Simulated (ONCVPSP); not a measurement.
## What one change does to a pseudopotential (fluorine, ONCV)

```json
{
 "Element": "fluorine (F)",
 "Generator": "ONCVPSP 4.0.1",
 "Type": "optimised norm-conserving Vanderbilt (ONCV)",
 "Functional": "PBEsol",
 "Relativity": "scalar-relativistic",
 "Frozen core": "[He]",
 "Valence charge": "7",
 "Reference configuration": "2s2 2p5",
 "Partial waves": "2s: rc 0.75 bohr, ncon 5, nbas 10, qcut 7 1/bohr, 3 projectors, debl 0.4 Ha; 2p: rc 1.15 bohr, ncon 5, nbas 9, qcut 13.9 1/bohr, 2 projectors, debl 1.4 Ha; d scattering state at 0.13 Ha: rc 1.15 bohr, ncon 4, nbas 7, qcut 9.8 1/bohr, 2 projectors, debl 3 Ha",
 "Local potential": "polynomial inside 0.60 bohr (lpopt 5, dvloc0 2 Ha)",
 "Core correction": "Teter function fitted to the true core (icmod 2), fcfact 0.65"
}
```

In the s channel the program set the typed energies aside and used -1.092, 0.250, 0.650 Ha.

Change: p: rc 1.42.

Cutoffs: the cutoffs (Ha) at which the residual kinetic energy of the hardest occupied pseudo-wave falls to 1 and 0.1 mHa per electron; they do not see the model core or the augmentation charge, which bear on the density cutoff. Errors are all-electron minus pseudo energies relative to the spin-unpolarised reference configuration.

How do hardness, ghosts and transferability respond?

The potential gets neither clearly harder nor softer (421 Ha and 520 Ha → 421 Ha and 520 Ha); both files keep a bound ghost (s); of the 4 tests that both files solve, the error grows in 4 and shrinks in 0 by more than 15 % and 0.3 meV (median size 27.4 → 69.0 meV). More of the atom is replaced by a form fitted at one configuration, so other configurations suffer.

```tsv
quantity	base	changed
cutoff, loose	421 Ha	421 Ha
cutoff, tight	520 Ha	520 Ha
loose cutoff by channel	s 421 Ha, p 61 Ha	s 421 Ha, p 48 Ha
bound ghosts	s	s
GHOST(+) flags under 300 eV	none	none
error for 2s2 2p4, meV [ΔE 19.32 eV]	+4.8	+15
error for 2s2 2p3, meV [ΔE 57.60 eV]	+50	+124
error for 2s2 2p2, meV [ΔE 118.08 eV]	+215	+487
error for 2s1 2p5, meV [ΔE 38.30 eV]	+0.2	-13
s: phases at 0.76 bohr within 0.05 rad from the reference energy up to (Ha; the scan ends near 5)	to the end of the scan	to the end of the scan
d: phases at 1.16 bohr within 0.05 rad from the reference energy up to (Ha; the scan ends near 5)	to the end of the scan	to the end of the scan
rms error of d²Exc/dni dnj with the model core, mHa	1.41	1.57
```

 A true bound ghost makes a file unfit for plane-wave use even where its test errors are small: the radial tests pick states by their node count and pass the ghost by.
